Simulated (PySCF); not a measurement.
Compound: C₆H₁₀ClSi (doublet state).
Structure used (GFN2-xTB), in Å, numbered top down from 1:
```
atom  x, y, z in Å
C1     4.055   -0.490    0.022
C2     2.672   -0.084    0.076
C3     1.510    0.275    0.131
C4     0.203    0.669    0.174
C5    -0.616    0.778   -1.022
Cl6   -1.411    2.424   -1.124
Si7   -2.089   -0.478   -1.043
C8    -3.082   -0.261    0.555
H9     4.180   -1.299   -0.699
H10    4.682    0.349   -0.289
H11    4.389   -0.831    1.002
H12   -0.242    0.912    1.127
H13   -0.014    0.691   -1.926
H14   -1.489   -1.815   -1.125
H15   -2.887   -0.177   -2.232
H16   -3.990   -0.855    0.528
H17   -2.511   -0.578    1.425
H18   -3.368    0.776    0.704
```

The hyperfine couplings belong to this conformer and change with its torsions.

The species is `C[C]=C=C[C@H](Cl)[SiH2]C` [radical].

The calculation used UKS B3LYP, pcH-1 on C Cl H Si, non-relativistic, mean-field spin-orbit, GIAO (PySCF). Isolated species at its GFN2-xTB geometry (one conformer only). Couplings are sensitive to structure, and on GFN2-xTB geometries they can be far from those on DFT ones. The SCF solution wasn't tested for stability.

**Question.** Give the principal g shifts and their parts.

**Answer.** 
```csv
Δg (ppm),1,2,3
relativistic mass correction,-164,-164,-164
gauge correction,9,6,26
orbital Zeeman/spin–orbit,-893,722,1756
total,-1048,565,1618
```

So g = 2.00127, 2.00288, 2.00394 and g_iso = 2.00270; the tensor is rhombic: the two nearest values differ by 40 % of g3 − g1. 

**Question.** At 94.178 GHz, how far is the centre of the isotropic spectrum from where a free electron (g = 2.002319) resonates?

**Answer.** B = hν/(g μB) with μB/h = 13.99624 MHz/mT gives 3360.51 mT for the free electron and 3359.87 mT at g_iso, 0.63 mT lower.

**Question.** What effective moment and Curie constant follow for a powder?

**Answer.** With the mean of g² = 4.0108 and S(S+1) = 0.75: μ_eff = √(⟨g²⟩S(S+1)) = 1.734 μB and χT = 0.12505·⟨g²⟩·S(S+1) = 0.376 cm³ K/mol (cgs; spin-Hamiltonian part alone).

**Question.** What are the electron Larmor frequencies g μB B/h along the three axes at 1200 mT?

**Answer.** 33.6123, 33.6394, 33.6571 GHz for g1, g2 and g3, a range of 44.8 MHz.

**Question.** In a frozen sample, at which fields do the three g values resonate at 9.5, 34, 94 and 263 GHz (hyperfine left aside), and which band first spreads them over more than twice a line width of 1.0 mT?

**Answer.** 
```
band    GHz  B(g3) mT  B(g2) mT  B(g1) mT  spread mT
   X    9.5    338.71    338.89    339.16       0.45
   Q   34.0   1212.23   1212.86   1213.84       1.61
   W   94.0   3351.45   3353.21   3355.91       4.46
   J  263.0   9376.92   9381.85   9389.41      12.49
```

The spread grows in proportion to the frequency. W band is the first where it exceeds 2.0 mT.

The Mulliken spin populations are largest on C4 (+0.71), C2 (+0.48), C3 (-0.23) and Cl6 (+0.06). The positive populations add up to 1.35 and the negative ones to -0.35, together 2S = 1. The angles at C4 add up to 360.0°, so it is planar; its axial dipolar tensor and the negative coupling of its proton fit spin in a p orbital normal to that plane.

The HOMO–LUMO gaps are 5.45 eV among the α and 4.64 eV among the β orbitals.

The SMILES draws the unpaired electron on C2; the largest computed Mulliken spin population is on C4 (0.71 against 0.48).
